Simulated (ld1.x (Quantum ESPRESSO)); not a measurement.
## Pseudopotential generation for magnesium: ultrasoft, PBE, scalar-relativistic.

* Element: magnesium (Mg)
* Generator: ld1.x (Quantum ESPRESSO) 7.5
* Type: ultrasoft
* Functional: PBE
* Relativity: scalar-relativistic
* Frozen core: [Ne]
* Valence charge: 2
* Reference configuration: 3s2 3p0
* Partial waves: 3s (bound): rcut 2.05, rcutus 2.40 bohr; 3s channel at 3.55 Ry: rcut 2.05, rcutus 2.40 bohr; 3p (bound, empty): rcut 3.05, rcutus 3.90 bohr; 3p channel at 1.6 Ry: rcut 3.05, rcutus 3.90 bohr; 3d channel at -0.15 Ry: rcut 3.15, rcutus 3.85 bohr
* Local potential: all-electron potential smoothed inside 1.95 bohr (lloc = -1)
* Core correction: Bessel-smoothed model core inside 1.80 bohr
* Augmentation charge: PSQ, radius 2.00 bohr

All-electron outer shells of the reference configuration (PBE, scalar-relativistic, ld1.x):

| shell | level (eV) | outermost node (bohr) | outermost maximum (bohr) |
| --- | --- | --- | --- |
| 2s | -79.85 | 0.18 | 0.54 |
| 2p | -46.61 | – | 0.48 |
| 3s | -4.70 | 0.90 | 2.56 |
| 3p | -1.33 | 0.96 | 3.46 |

(1) Is the overlap operator S = 1 + Σ q|β⟩⟨β| positive definite (Bessel basis up to 400 Ry)?

(2) Tests: 3s1 3p0; 3s1.5 3p0; 3s1 3p1; 3s0 3p1; 3s0 3p2. Which has the largest error in its energy relative to the reference configuration, and how large is it?

Results:

(1) No: its lowest eigenvalue is -0.803, in the d channel, so the generalised eigenproblem breaks down once the basis is large enough.

(2) 3s0 3p1, with +10 meV (all-electron minus pseudo) on +12.33 eV.

The ghost test of this file was not conclusive. Its overlap operator is not positive definite in a basis up to 400 Ry (lowest eigenvalue d -0.80), so the file is unfit for use: the generalised eigenproblem breaks down once the basis is large enough, and its test numbers describe a broken file.
